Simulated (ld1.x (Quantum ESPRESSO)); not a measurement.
## An all-electron radial function and its pseudo partner (zirconium (Zr))

Columns: radius, all-electron u(r) and pseudo u(r) of the 4d shell (level -3.72 eV) of zirconium in the configuration [Ar] 3d10 4s2 4p6 4d2 5s2 5p0; BP86, scalar-relativistic, TM scheme, ld1.x (Quantum ESPRESSO) 7.5.

| r (bohr) | all-electron | pseudo |
| --- | --- | --- |
| 0.085 | 0.0703 | -0.0008 |
| 0.170 | 0.2158 | -0.0062 |
| 0.255 | 0.2954 | -0.0203 |
| 0.340 | 0.2849 | -0.0459 |
| 0.425 | 0.2102 | -0.0842 |
| 0.510 | 0.1012 | -0.1348 |
| 0.595 | -0.0202 | -0.1956 |
| 0.680 | -0.1404 | -0.2631 |
| 0.765 | -0.2515 | -0.3334 |
| 0.850 | -0.3500 | -0.4023 |
| 0.935 | -0.4343 | -0.4664 |
| 1.020 | -0.5042 | -0.5230 |
| 1.105 | -0.5602 | -0.5708 |
| 1.190 | -0.6037 | -0.6092 |
| 1.275 | -0.6359 | -0.6385 |
| 1.360 | -0.6584 | -0.6594 |
| 1.445 | -0.6727 | -0.6730 |
| 1.530 | -0.6801 | -0.6801 |
| 1.615 | -0.6818 | -0.6818 |
| 1.700 | -0.6789 | -0.6789 |
| 1.785 | -0.6723 | -0.6723 |
| 1.870 | -0.6628 | -0.6628 |
| 1.955 | -0.6509 | -0.6509 |
| 2.040 | -0.6373 | -0.6373 |
| 2.125 | -0.6224 | -0.6224 |
| 2.210 | -0.6066 | -0.6066 |

(1) How many radial nodes do the two functions have?

(2) At about which radius was the pseudo-wave matched?

(3) Where does each function peak?

(4) Is the pseudo-wave norm-conserving?

## Answers

(1) The all-electron 4d function has n − l − 1 = 1; the pseudo-wave has 0, since the states of the same l below it are removed with the core.

(2) 1.70 bohr. The columns agree to 0.0005 from 1.45 bohr on; several derivatives are matched, so the curves merge somewhat inside the radius.

(3) Outermost all-electron maximum near 1.61 bohr, pseudo maximum near 1.61 bohr (to the table’s step).

(4) Yes: the TM scheme keeps the norm inside the radius equal to the all-electron one, which fixes the energy derivative of the logarithmic derivative at the level.
